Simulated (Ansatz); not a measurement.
```yaml
crystal:
  periodic: [false, false, false]
  atoms:
    - {symbol: N, position_ang: [0.092583, 0.726681, 0.700676]}
    - {symbol: B, position_ang: [0.085748, -0.611373, 0.325465]}
    - {symbol: F, position_ang: [0.271498, -1.555652, 1.251690]}
    - {symbol: Te, position_ang: [-0.212299, -1.324216, -1.714411]}
    - {symbol: H, position_ang: [-0.040445, 1.485437, 0.058499]}
    - {symbol: H, position_ang: [0.234868, 1.002959, 1.658554]}
    - {symbol: H, position_ang: [-0.370752, 0.208164, -2.326072]}
basis:
  gaussian: {orbitals: def2-mTZVP}
total_charge: 4
magnetization: {spin_polarized: true, initial_magnetization: 0}
hamiltonian: {xc: {name: wB97}}
output: {forces: true}
```

```sh
$ ansatz run in.yaml --threads 2 --pin off --events-out ev --progress --plain --max-ram 4352MiB
```

Shortened log:

```
Functional definition: wB97
947 factors; their error is unknown
322 factors; integrals over basis functions are off by at most 7.1e-5 eV
mean field evaluation 1: about -12086.1168 eV, gradient 1.2e2 eV
mean field evaluation 2: about -11613.1598 eV, gradient 2.4e2 eV
mean field evaluation 4: about -12039.1142 eV, gradient 1.2e2 eV
mean field evaluation 8: about -12150.9594 eV, gradient 1.1e1 eV
mean field evaluation 16: about -12151.9926 eV, gradient 1.8e-1 eV
mean field evaluation 32: about -12153.2697 eV, gradient 3.0e0 eV
mean field evaluation 64: about -12152.9734 eV, gradient 1.4e0 eV
mean field -12153.30132853 eV, -446.6255860199 hartree, gradient 1.1e-5 eV, S^2 1.013141; 8 other end points of the search recorded, 0 dependent functions left out
reference -12153.30132124 eV, -446.6255857521 hartree; 22, 22 occupied and 80, 80 virtual orbitals, 947 factors
Total energy: -12153.30132124 eV, -446.6255857521 hartree
Atom 0 at     0.092583     0.726681     0.700676 Å, force    -0.223370     2.180090    -0.852683 eV/Å
Atom 1 at     0.085748    -0.611373     0.325465 Å, force     1.321262    -3.885345     7.291698 eV/Å
Atom 2 at     0.271498    -1.555652     1.251690 Å, force    -0.437407     1.102958    -2.459825 eV/Å
Atom 3 at    -0.212299    -1.324216    -1.714411 Å, force    -0.661601    -3.680506    -5.047857 eV/Å
Atom 4 at    -0.040445     1.485437     0.058499 Å, force    -0.201201     2.274112    -0.691825 eV/Å
Atom 5 at     0.234868     1.002959     1.658554 Å, force     0.389702     0.869582     2.650705 eV/Å
Atom 6 at    -0.370752     0.208164    -2.326072 Å, force    -0.187386     1.139110    -0.890214 eV/Å
Dipole moment:     0.074767     1.772657     0.907589 e Å
```

In this input the charge is far from anything that the molecule holds. The calculation finished and met its thresholds. The result belongs to that input, not to the molecule as meant.
